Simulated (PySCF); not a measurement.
AlH₈OSbSi.
Bonds: Si1–O2, O2–Al3, Al3–Sb4. Hydrogens: H5, H6, H7 on Si1; H8, H9 on Al3; H10, H11, H12 on Sb4.

Computed by this run: PBE0-D3(BJ)/def2-SVP geometry optimisation, gas phase, def2 core potentials past Kr in PySCF 2.14.0; density fitting, grid level 1; the optimiser is geomeTRIC in internal coordinates, started from a GFN2-xTB structure with every atom displaced at random (about 0.01 Å).

Step 0: E = -23175.7830 eV
```
atom  x, y, z in Å  |  force x, y, z in eV/Å
Si1     1.1985    1.9583    0.7110   -0.558  -0.113  -0.531
O2      1.1415    0.3901    0.3214    0.037   0.045   0.060
Al3     1.0650   -1.2369   -0.0890    0.593  -0.806   0.006
Sb4    -1.6102   -1.2086   -0.5956   -1.730   0.037   0.139
H5      1.9153    2.6607   -0.3640    0.274   0.493  -0.159
H6      1.8332    2.0962    2.0051    0.420   0.368   0.791
H7     -0.2128    2.4194    0.7558   -0.178   0.387   0.121
H8      1.5668   -1.6451   -1.5077    0.153  -0.151  -0.439
H9      1.0181   -2.2566    1.1033   -0.031  -0.271   0.231
H10    -2.4080    0.2122   -1.0508    0.272   0.340  -0.121
H11    -2.7508   -1.3499    0.6852    0.429  -0.058   0.094
H12    -2.7170   -2.0681   -1.5629    0.320  -0.272  -0.193
```

**Question.** Estimate the geometry and energy of step 1. (The exact step hangs on the optimiser's Hessian estimate; all steps are aligned on step 0, rigid shifts and turns removed.)

**Answer.** E = -23176.0713 eV, largest force 0.331 eV/Å
```
atom  x, y, z in Å  |  force x, y, z in eV/Å
Si1     1.2060    1.9709    0.7050   -0.023  -0.045   0.031
O2      1.1469    0.3777    0.3221   -0.007   0.028   0.002
Al3     1.0696   -1.2951   -0.1002    0.196   0.022   0.018
Sb4    -1.7342   -1.2047   -0.5871   -0.320   0.082  -0.025
H5      1.9464    2.7601   -0.3278    0.022  -0.025  -0.016
H6      1.8690    2.1919    2.0296    0.003  -0.027  -0.030
H7     -0.1799    2.5405    0.7935   -0.006  -0.039  -0.012
H8      1.5726   -1.7231   -1.5507   -0.020   0.045   0.020
H9      1.0145   -2.3502    1.0936   -0.009   0.031  -0.008
H10    -2.4314    0.2661   -1.0878    0.086  -0.029  -0.020
H11    -2.7720   -1.3841    0.7462    0.023  -0.022   0.044
H12    -2.6677   -2.1782   -1.6247    0.055  -0.020  -0.005
```

The energy changes by -0.2884 eV. The first-order estimate −F·Δx gives -0.5571 eV and the mean of the old and new forces, exact on a quadratic surface, -0.2910 eV. The step makes an angle of 50° with the force vector and moves no atom by more than 0.136 Å.

What follows is the cost of the whole optimisation. The run took 1.7 min of wall time on an Arm Neoverse V1 with one thread, no GPU, on a shared host, and the process peaked at 0.50 GiB of memory.
